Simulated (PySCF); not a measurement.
CH₂N, SMILES C=[N], multiplicity 2. Atoms are numbered in the order given.

```xyz
4

C      0.0000     0.0000     0.5009
N      0.0000     0.0000    -0.7366
H      0.0000    -0.9360     1.0754
H      0.0000     0.9360     1.0754
```
Charge 0, spin multiplicity 2.

Coordinates come from a B3LYP-D3(BJ)/def2-TZVPD optimisation. The isomer is the one that the SMILES or the coordinates give; other isomers of the formula were not compared.

These are B3LYP/pcH-1 in PySCF values and carry that method's errors.

Unrestricted Kohn–Sham, ⟨S²⟩ = 0.760. Hyperfine tensors hold the contact and dipolar terms, without spin-orbit corrections.

Computed hyperfine couplings:
```csv
nucleus,A(iso) (MHz),A(iso) (G),dipolar principal values (MHz)
13C no. 1,-72.6,-25.9,"-18.9, 1.3, 17.6"
14N no. 2,23.1,8.2,"-48.1, -36.8, 84.8"
1H no. 3,239.6,85.5,"-6.2, -3.3, 9.5"
1H no. 4,239.6,85.5,"-6.2, -3.3, 9.5"
```

Q: And the g tensor (effective nuclear charges for spin-orbit coupling, GIAO)? (The exact figures need the calculation; the answer reports its results.)

A: principal values 2.0009, 2.0023, 2.0053; isotropic 2.0028.
